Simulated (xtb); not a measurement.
Sb(Ph)3(O2CH)2 (C20H17O4Sb), SMILES C1[O][Sb]2([O]C=[O]->2)(<-[O]=1)([c]1ccccc1)([c]1ccccc1)[c]1ccccc1 (connectivity only; charge and spin as stated), neutral, multiplicity 1. All values are semi-empirical tight-binding results from xtb (GFN2-xTB unless named), good for trends rather than for accurate numbers. Geometry: GFN2-xTB. The values are those of a single conformer.

For metal compounds this method's bond lengths and energies can be far off.

Computed properties:
```yaml
orbital_gap: 3.72 eV
zero_point_energy: 192.4 kcal/mol
G − E(el) at 298.15 K (modified RRHO): 158.3 kcal/mol
```
